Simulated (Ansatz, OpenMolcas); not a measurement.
**From Ansatz to OpenMolcas**

Ansatz 0.2.0 runs this on SiH3I (SMILES [SiH3]I):

job.yaml:
```yaml
crystal:
  periodic: [false, false, false]
  atoms:
    - {symbol: Si, position_ang: [-0.165600, 0.069300, -0.077300]}
    - {symbol: I, position_ang: [1.907700, -0.923300, 0.737800]}
    - {symbol: H, position_ang: [-1.144400, 0.089000, 1.033900]}
    - {symbol: H, position_ang: [-0.671300, -0.755700, -1.198400]}
    - {symbol: H, position_ang: [0.123500, 1.447000, -0.537300]}
basis:
  gaussian:
    orbitals: STO-3G
hamiltonian:
  xc: hf
accuracy: high
output: {forces: true, orbitals: {seedname: orbitals}}
```

```bash
$ ansatz run job.yaml --threads 1 --pin off --max-ram 2610MiB --events-out events.jsonl --progress --plain --runs-dir runs
```

Geometry: relaxed at PBE0-D4/def2-TZVP.

The run is non-relativistic. The shape is far from stationary at this level.

It gives a total energy of -7138.076633 Eh.

Problem. Write the same calculation for OpenMolcas 26.06 as an input file of the program's own.

Solution. This input was run:

coord.xyz:
```
5

Si    -0.165600     0.069300    -0.077300
I      1.907700    -0.923300     0.737800
H     -1.144400     0.089000     1.033900
H     -0.671300    -0.755700    -1.198400
H      0.123500     1.447000    -0.537300
```

calc.inp:
```
* H3ISi Hartree-Fock

&GATEWAY
  BasLib = $CurrDir
  Coord = coord.xyz
  Basis = STO-3G
  Group = NoSym

&SEWARD

&SCF
  Thresholds = 1e-10 1e-07 1e-07 1e-05
  PrOrbitals = 1 2

&ALASKA
```

```bash
$ export MOLCAS_MEM=1860
$ pymolcas calc.inp > calc.log
```

(Basis files named in the input come from the Basis Set Exchange and aren't shown.)

Its energy is -7138.076633 Eh, 0.000 mEh from the first.
